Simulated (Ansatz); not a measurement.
Isolated molecules relaxed with PBE0-D4/def2-TZVP in Ansatz; ΔE leaves out vibrations. CCSD(T)/CBS adds triple-zeta CCSD(T) − MP2 to the extrapolated MP2 energy (def2 sets, frozen cores). Functionals use def2-TZVPP. For Ge outer-core shells are correlated without core-valence functions, which leaves a few kJ/mol of doubt a bond. Scalar relativity is left out up to krypton. Each species was taken in one conformer, which may not be the lowest.

`C[N](C)[GeH]` → `C=C[NH][GeH3]`  (isomerisation)

Is it downhill or uphill in electronic energy at CCSD(T)/CBS, and by how much? (Best estimate.)

Ansatz gave: Uphill: ΔE = +12.8 kJ/mol.

What do these levels give: PBE-D4, r2SCANh-D4, PBE0, RPA@PBE/def2-TZVPP, SCS-MP2/def2-TZVPP, SCS-MP2/def2-QZVPP? (Estimate.)

Computed: PBE-D4 20.9, r2SCANh-D4 3.5, PBE0 10.1, RPA@PBE/def2-TZVPP 14.4, SCS-MP2/def2-TZVPP 3.5, SCS-MP2/def2-QZVPP 6.4 kJ/mol.

What do rigid-rotor, harmonic-oscillator terms from PBE0-D4/def2-TZVP frequencies (298.15 K, 1 bar) make of the CCSD(T)/CBS value? (Best estimate.)

Computed: ΔZPE = -18.0 kJ/mol, ΔH = -3.8 kJ/mol, ΔS = 14 J/(mol·K), ΔG = -8.0 kJ/mol.

Largest T1 diagnostic among the species: 0.016.

In def2-TZVPP, CCSD(T) changes the Hartree–Fock value by +20.0 kJ/mol (the triples alone add +1.9 kJ/mol) and MP2 by +17.9 kJ/mol. From BLYP to BHLYP (50 % exact exchange), in def2-TZVPP and without D4, ΔE moves by −15.2 kJ/mol.
